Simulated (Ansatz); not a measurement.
Calculated with Ansatz (gas phase, PBE0-D4/def2-TZVP geometries, no zero-point term in ΔE). CBS: MP2 limit from def2 TZ/QZ plus the TZ coupled-cluster correction, frozen cores. This one scheme is used for every species. Functionals use def2-TZVPP. Each species was taken in one conformer, which may not be the lowest.

Reaction (ligand exchange at a B–C bond): `CB(F)CCl` + H–F → `CB(F)F` + `CCl`

(1) Is it downhill or uphill in electronic energy at CCSD(T)/CBS, and by how much? (Estimate.)

(2) What do these levels give: PBE-D4, PBE0-D4, ωB97X-V, B2PLYP, PBE, r2SCAN, SCS-MP2/def2-TZVPP, CCSD/def2-TZVPP, MP2/def2-QZVPP, SCS-MP2/def2-QZVPP, MP2/CBS(def2), CCSD/CBS(def2)? (An estimate is asked.)

Largest T1 diagnostic among the species: 0.012.

Results:

(1) The calculation gave: Downhill: ΔE = -153.0 kJ/mol.

(2) The calculation gave: PBE-D4 -151.1, PBE0-D4 -153.9, ωB97X-V -159.9, B2PLYP -165.1, PBE -156.6, r2SCAN -163.3, SCS-MP2/def2-TZVPP -159.4, CCSD/def2-TZVPP -159.7, MP2/def2-QZVPP -152.7, SCS-MP2/def2-QZVPP -157.9, MP2/CBS(def2) -151.0, CCSD/CBS(def2) -156.3 kJ/mol.

In def2-TZVPP, CCSD(T) changes the Hartree–Fock value by +26.2 kJ/mol (the triples alone add +3.3 kJ/mol) and MP2 by +28.2 kJ/mol. The D4 term adds +8.8 kJ/mol with B3LYP and +4.9 kJ/mol with PBE0; it sums over pairs of atoms, weighted by their polarisabilities, and B3LYP, whose exchange is more repulsive, gets the larger term.

B3LYP here is the variant with VWN-RPA as its local correlation; programs differ in this.
